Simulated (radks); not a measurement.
Spherical quantum dot in the effective-mass picture: electrons in a well V = -V0 / (1 + exp((r - R)/a)) with V0 = 9.4, R = 4.78, a = 0.17, all in effective atomic units (hartree* = m*/eps^2 hartree, bohr* = eps/m* bohr), one dielectric constant everywhere. Calculated with a radial shooting solver with Libxc functionals: non-relativistic Kohn-Sham, LDA (Slater exchange, Perdew-Wang correlation), spin-polarised, spherical densities. Levels are named by radial order and angular momentum (1s, 1p, 1d, 2s, ...), and open shells are averaged over m.

N = 21, configuration 1s2 1p6 1d10 1f(up 3, down 0). This is the lowest configuration that the search found. Occupied and some empty levels:

| level | occupation | eigenvalue (hartree*) | <r> (bohr*) |
|---|---|---|---|
| 1s up | 1 | -3.7612 | 3.332 |
| 1s down | 1 | -3.7359 | 3.319 |
| 1p up | 3 | -3.6556 | 3.437 |
| 1p down | 3 | -3.6291 | 3.431 |
| 1d up | 5 | -3.4690 | 3.537 |
| 1d down | 5 | -3.4415 | 3.533 |
| 1f up | 3 | -3.2116 | 3.625 |
| 1f down | 0 | -3.1834 | 3.623 |
| 2s up | 0 | -2.9518 | 2.206 |
| 2s down | 0 | -2.9428 | 2.204 |
| 1g up | 0 | -2.8898 | 3.703 |
| 1g down | 0 | -2.8612 | 3.702 |
| 2p up | 0 | -2.6045 | 2.594 |
| 2p down | 0 | -2.5920 | 2.590 |
| 2d up | 0 | -2.1892 | 2.845 |
| 2d down | 0 | -2.1740 | 2.841 |

Energy (hartree*): total -129.532, kinetic 12.717, external -193.32, Hartree 58.165, exchange-correlation -7.0959.
